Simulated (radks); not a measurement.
Results of a calculation; reference values are marked as such.
Q: Orbital eigenvalues (eV) of neutral palladium, [Kr] 4d10, of relativity; Dirac values are averaged over j with weights 2j + 1. Spin-unpolarised spherical Kohn-Sham, PBE, point nucleus unless stated (finite: rms radius 4.5318 fm), a radial shooting solver on a logarithmic mesh with Libxc functionals. A level marked "c x" has the speed of light scaled by that factor and shares open shells by 2j + 1; other Dirac levels either fill j = l - 1/2 first or share by 2j + 1.

| shell | non-rel. |
|---|---|
| 1s | -23434 |
| 2s | -3353.0 |
| 2p | -3114.1 |
| 3s | -601.26 |
| 3p | -505.83 |
| 3d | -329.72 |
| 4s | -78.570 |
| 4p | -49.240 |
| 4d | -4.1105 |

Give the values at the level "Dirac, 2j+1 shares, finite nucleus".

A: 
shell  Dirac, 2j+1 shares, finite nucleus  change of magnitude (%)
1s                                 -24152                    +3.06
2s                                -3525.3                    +5.14
2p                                -3163.7                    +1.59
3s                                -635.56                    +5.71
3p                                -516.25                    +2.06
3d                                -325.21                    -1.37
4s                                -85.280                    +8.54
4p                                -51.274                    +4.13
4d                                -4.0554                    -1.34
